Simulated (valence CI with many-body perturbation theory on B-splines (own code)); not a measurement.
Yb LVII in brief

Level of theory: configuration interaction combined with many-body perturbation theory (CI+MBPT): four valence electrons over a frozen Dirac-Fock core [Ne], a basis of 11 s, 11 p, 10 d, 8 f, 5 g, 2 h functions for each j, with the one-electron correlation potential Σ1, the two-electron term Σ2, the three-electron term Σ3, Breit, model QED; selected CI, second order for the rest, scaled by the run's own slope (own B-spline code, finite nucleus).

The last digits are not significant, and no measured levels were compared; by estimate large intervals hold to a few tenths of a per cent, small ones and those within an open d or f shell to about a per cent. Among the levels kept, up to 550 cm⁻¹ of a level comes from second order outside the variational space, and about a tenth of that is noise between levels of different J, which matters for small intervals.

Levels are named by their leading jj configuration (3d3/2^4 stands for four electrons in 3d with j = 3/2), which in mixed levels can hold well under half, so a name can repeat and another be missing.

Rates and lifetimes use the calculated energies. Strong lines usually hold to 10 to 20 %, long lifetimes can be off by a factor of two.

(1) What is the ground level?

(2) What is the ionisation energy?

(3) How well does LS coupling describe the low levels?

(4) Where does the other parity begin?

(5) Name the longest-lived excited levels whose lifetime is computed, and their main decay.

Answers

(1) (3s^2 3p1/2^2) J=0, composition 69 % 3s²3p² ³P + 30 % 3s²3p² ¹S.

(2) 5732.2 eV; NIST lists 5731 ± 5 eV (theoretical).

(3) Among the lowest 20 levels the leading LS term, summed over configurations, holds 58 % on average. For single configurations the figures are 55 % in LS and 93 % in jj coupling. Terms mix most in the J = 2 level at 5782.1 × 10³ cm⁻¹, where the leading one holds 28 %.

(4) At (3s 3p1/2^2 3p3/2) J=2, 3380.0 × 10³ cm⁻¹.

(5) (3s^2 3p1/2 3p3/2) J=2 at 2208.3 × 10³ cm⁻¹ lives 630 ns, mostly by E2 to (3s^2 3p1/2^2) J=0; (3s^2 3p1/2 3p3/2) J=1 at 2137.5 × 10³ cm⁻¹ lives 8.38 ns, mostly by M1 to (3s^2 3p1/2^2) J=0; (3s^2 3p3/2 3d5/2) J=4 at 6533.6 × 10³ cm⁻¹ lives 6.07 ns, mostly by M1 to (3s^2 3p1/2 3d5/2) J=3.
